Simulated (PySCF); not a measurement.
# Spin states of CdS⁺

Unrestricted PBE0; PySCF, scalar-relativistic core potentials, basis sets Cd def2-SVP with ECP28, S def2-SVP. Outer shells of the fragments: Cd+ 4d10 5s1; S 3s2 3p4.

Followed along the bond (rough minima from three points):

```
2Ms+1   unpaired  ⟨S²⟩ at the start  R at minimum (Å)  Te (eV)
    2        π ↑               0.77              2.36     0.00
    4  σ ↑, π ↑↑               3.76              2.84     0.52
    2  σ ↓, π ↑↑               1.76              2.84     0.70
    2  σ ↑, π ↑↓               1.76              2.84     1.06
```

Solutions found at the starting distance of 2.485 Å, counted from the lowest of them; the search is not exhaustive and high or unbound solutions are not listed, so other states can lie among these:

```tsv
2Ms+1	unpaired	term	E (eV)	⟨S²⟩	⟨Lz²⟩	μ (D)
2	π ↑	²Π	0.00	0.77	1.01	-2.95
4	σ ↑, π ↑↑	⁴Σ⁻	0.67	3.76	0.00	2.13
2	σ ↓, π ↑↑	mixed	0.85	1.76	0.00	2.03
2	σ ↑, π ↑↓	mixed	1.21	1.76	2.02	2.06
4	σ ↑↑, π ↑	⁴Π	2.12	3.75	1.01	0.68
2	σ ↑	mixed	2.65	0.75	2.00	2.05
```

A term symbol is given only where ⟨S²⟩ and ⟨Lz²⟩ are close to those of a pure state; real π, δ and φ orbitals otherwise mix terms. A positive dipole points towards S; it is taken about the centre of mass and depends on that origin.

Problem. Compare the gap between the two lowest followed solutions at the starting distance with the gap between their minima.

Solution. At PBE0 the second solution (quartet, unpaired electrons σ ↑, π ↑↑) lies +0.67 eV from the first (doublet, unpaired electrons π ↑) at 2.485 Å and +0.52 eV at the minima; the two curves relax by different amounts, since their minima lie near 2.84 and 2.36 Å.

Spin–orbit coupling is left out. Counting both spins, an empty level lies below a filled one in some of these solutions, because spin and occupation are held.
